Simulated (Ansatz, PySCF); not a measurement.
Pair of molecules: H2S (SMILES S) (first 3 atoms) with CHN (SMILES C#N); geometry from B3LYP-D3(BJ)/def2-TZVP, rigid monomers moved along the line of their centres of mass till H2···N5 is 2.14 Å.
(charge 0, multiplicity 1):
```tsv
atom	x (Å)	y (Å)	z (Å)
S	0.2190	0.0231	-0.8022
H	0.3110	-0.0499	0.5374
H	-0.0105	-1.2940	-0.9229
C	0.5616	-0.1040	3.8091
N	0.4604	-0.1587	2.6697
H	0.6556	-0.0534	4.8708
```

Interaction energies are E(AB) − E(A) − E(B) at the monomers' geometry in the complex; basis-set methods are counterpoise corrected.

Cores are frozen in the correlated methods. CBS(a, b) extrapolates the correlation energy as X⁻³ and adds the Hartree–Fock energy of set b.

Programs: Ansatz (Gaussian basis) for Hartree–Fock, density functionals and correlated methods; PySCF for the dispersion terms. 

Question: Predict the interaction energy from B3LYP-D3(BJ)/def2-TZVPPD.

Answer: -8 kJ/mol

Ansatz is a quantum-chemistry and plane-wave program.
